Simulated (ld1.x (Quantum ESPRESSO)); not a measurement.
europium, TM: configuration errors across variants

```json
{
  "Element": "Eu",
  "Generator": "ld1.x (Quantum ESPRESSO) 7.5",
  "Type": "norm-conserving Troullier–Martins (Kleinman–Bylander form)",
  "Functional": "PBE",
  "Relativity": "fully relativistic",
  "Frozen core": "[Kr] 4d10",
  "Valence charge": "17",
  "Reference configuration": "4f6 5s2 5p6 5d1 6s2 6p0",
  "Partial waves": "5s (bound): rc 1.70 bohr; 5d (bound): rc 2.75 bohr; 4f (bound): rc 1.00 bohr; 5p (bound): rc 2.30 bohr",
  "Local potential": "the p channel",
  "Core correction": "none"
}
```

Open shells are filled in proportion to 2j + 1 (rel_dist='average').

Occupied shells without a wave of their own: 6s. They enter only through the test configuration that unscreens the potential.

All-electron excitation energies from the reference (eV): (1) 4f7 5s2 5p6 5d0 6s1 6p0 2.682; (2) 4f7 5s2 5p6 5d0 6s0 6p0 13.917; (3) 4f7 5s2 5p6 5d0 6s1.5 6p0 -0.942; (4) 4f6 5s2 5p6 5d1 6s1 6p0 6.550; (5) 4f7 5s2 5p6 5d0.5 6s1.5 6p0 -2.280; (6) 4f8 5s2 5p6 5d0 6s0 6p0 4.636.

For the base: The 6s level has no wave, so the channel is fitted at the deeper level alone: the likely source of the large errors.

Tests that are not counted but printed errors over 1 eV. “base”: 4f7 5s2 5p6 5d0 6s2 6p0 (pseudo-atom not self-consistent, printed error -2336 eV). “wave 4f (bound): rc 1.00 bohr becomes 4f (bound): rc 1.44 bohr”: 4f7 5s2 5p6 5d0 6s2 6p0 (pseudo-atom not self-consistent, printed error -2273 eV); 4f7 5s2 5p6 5d0.5 6s1.5 6p0 (pseudo-atom not self-consistent, printed error -2275 eV). “wave 5d (bound): rc 2.75 bohr becomes 5d (bound): rc 3.02 bohr”: 4f7 5s2 5p6 5d0 6s2 6p0 (pseudo-atom not self-consistent, printed error -2333 eV).

5 further variants failed, have other tests or another functional or relativity, and are left out.

The file “base” misses its own reference levels by 2.8 eV. The file “wave 4f (bound): rc 1.00 bohr becomes 4f (bound): rc 1.44 bohr” misses its own reference levels by 2.8 eV. The file “wave 5d (bound): rc 2.75 bohr becomes 5d (bound): rc 3.02 bohr” misses its own reference levels by 2.8 eV.

Errors AE − PS in meV (a dash: test not solved or not reliable):

| change | (1) | (2) | (3) | (4) | (5) | (6) | bound ghosts |
| --- | --- | --- | --- | --- | --- | --- | --- |
| base | -160 | -90 | -183 | +79 | -159 | -418 | not determined |
| wave 4f (bound): rc 1.00 bohr becomes 4f (bound): rc 1.44 bohr | -2.7 | +84 | -32 | +79 | – | -63 | not determined |
| wave 5d (bound): rc 2.75 bohr becomes 5d (bound): rc 3.02 bohr | -169 | -99 | -192 | +79 | -166 | -433 | not determined |

Give the same row for: local potential the s channel.

-507, -822, -396, -233, -316, -965; bound ghosts: not determined.
